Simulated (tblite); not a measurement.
Isomers of C8H7F3O. All values are computed: GFN2-xTB (tblite) harmonic vibrations without scaling, gas phase. This tight-binding method is rough: wavenumbers can miss measured ones by several per cent, in bad cases by 10 to 20. One conformer each.

Electronic energies: GFN2-xTB at the same geometries; isomer energies are rough at this level and their order can be wrong.

```json
{"SMILES": "Oc1ccc(CC(F)(F)F)cc1", "electronic energy, lowest = 0 (kJ/mol)": "0.0"}
{"SMILES": "C=C(c1cc1=O)[C@H](C)C(F)(F)F", "electronic energy, lowest = 0 (kJ/mol)": "290.1"}
{"SMILES": "O=C([C@@H]1[C@H]2C=CC[C@H]21)C(F)(F)F", "electronic energy, lowest = 0 (kJ/mol)": "151.3"}
```

Problem. How do GFN2-xTB zero-point energies change the relative energies?

Solution. 
```
                               SMILES  ZPE (kJ/mol)  of it from modes above 1550 cm⁻¹  electronic (kJ/mol)  with ZPE, lowest = 0 (kJ/mol)  lowest mode (cm⁻¹)  rings
                 Oc1ccc(CC(F)(F)F)cc1         348.4                             150.0                  0.0                            0.0                  26      1
O=C([C@@H]1[C@H]2C=CC[C@H]21)C(F)(F)F         347.5                             148.9                151.3                          150.4                  30      2
         C=C(c1cc1=O)[C@H](C)C(F)(F)F         339.3                             161.0                290.1                          281.0                  25      1
```

The zero-point energies span 9.1 kJ/mol, from `C=C(c1cc1=O)[C@H](C)C(F)(F)F` to `Oc1ccc(CC(F)(F)F)cc1`. The order is unchanged.
